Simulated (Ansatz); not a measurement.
`[NH2][Mo](=[O])(=[O])[Cl]` + `[CH3][Ga]([Br])[Br]` → `[CH3][Mo](=[O])(=[O])[Cl]` + `[NH2][Ga]([Br])[Br]`  (redistribution)

Program: Ansatz. Geometries: PBE0-D4/def2-TZVP. ΔE: electronic, gas phase. CCSD(T)/CBS adds triple-zeta CCSD(T) − MP2 to the extrapolated MP2 energy (def2 sets, frozen cores). DFT in def2-TZVPP. def2 core potentials past Kr. For Br, Ga, Mo outer-core shells are correlated without core-valence functions, which leaves a few kJ/mol of doubt a bond. Scalar relativity is left out up to krypton. One conformer a species, not always the lowest.

Q: Is it downhill or uphill in electronic energy at CCSD(T)/CBS, and by how much? (An estimate is asked.)

A: Ansatz gave: Uphill: ΔE = +39.1 kJ/mol.

Q: What do these levels give: revPBE-D4, r2SCAN0-D4, CAM-B3LYP-D4, B2PLYP, PBE, r2SCAN, MP2/def2-SVP, CCSD(T)/def2-TZVPP, HF/def2-QZVPP, MP2/def2-QZVPP, SCS-MP2/def2-QZVPP, MP2/CBS(def2)? (Best estimate.)

A: Computed: revPBE-D4 53.8, r2SCAN0-D4 44.7, CAM-B3LYP-D4 45.8, B2PLYP 45.5, PBE 53.4, r2SCAN 48.8, MP2/def2-SVP 45.0, CCSD(T)/def2-TZVPP 38.5, HF/def2-QZVPP 31.7, MP2/def2-QZVPP 41.8, SCS-MP2/def2-QZVPP 39.0, MP2/CBS(def2) 42.3 kJ/mol.

Largest T1 diagnostic among the species: 0.025, so the coupled-cluster value is less sure than usual.

From BLYP to BHLYP (50 % exact exchange), in def2-TZVPP and without D4, ΔE moves by −11.4 kJ/mol. Leaving LDA and LC-ωPBE aside and taking each functional with its dispersion term where it has one, the values, not all of them listed here, spread over 11.8 kJ/mol, from PBE-QIDH to BLYP-D4. In def2-TZVPP, CCSD(T) changes the Hartree–Fock value by +6.1 kJ/mol (the triples alone add +3.4 kJ/mol) and MP2 by +9.3 kJ/mol.
